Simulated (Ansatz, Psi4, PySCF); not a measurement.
N2O, charge -1, doublet, at a GFN2-xTB geometry (a state made from the parent by changing its charge; the spin is typed, not shown lowest). Base run: WB97X/def2-SVPD (PySCF).

Here is a job for PySCF.
```python
from pyscf import gto, scf, dft

mol = gto.Mole()
mol.atom = '''
    N    -1.180458    0.149650   -0.080204
    N    -0.088954   -0.306126    0.078258
    O     1.110735    0.136916    0.001703
'''
mol.basis = 'def2-svpd'
mol.charge = -1
mol.spin = 1
mol.verbose = 4
mol.build()

mf = dft.UKS(mol)
mf.xc = 'wb97x'
mf.kernel()
```

The same geometry, method and basis name were run in Ansatz (a program for electronic structure) and Psi4 and PySCF, at each program's defaults and at the settings that a row names. The base is PySCF at its defaults. Differences at the defaults can come from grids, fitting, cores and function types together.

| code and settings | ΔE vs base (µEh) | basis functions | E (Eh) | SCF cycles |
|---|---|---|---|---|
| PySCF, defaults (exact integrals, its default grid, spherical functions) | 0.0 | 63 | -184.47598 | 15 |
| Psi4, defaults (density fitting with its default set, its default grid, spherical functions) | 8.7 | 63 | -184.47598 | 13 |
| Ansatz, defaults (factorised integrals, its default grid, spherical functions) | 1.7 | 63 | -184.47598 | - |
| PySCF, density fitting with def2-universal-jkfit | -6.1 | 63 | -184.47599 | 15 |
| PySCF, fine grid | -0.2 | 63 | -184.47598 | 15 |
| Psi4, exact integrals, spherical functions, fine grid | -0.3 | 63 | -184.47598 | 18 |
| Ansatz, high accuracy | -0.3 | 63 | -184.47598 | - |

Open shells are given as the SCF converged; they aren't shown to be the lowest states, and a large step between rows can be another state.
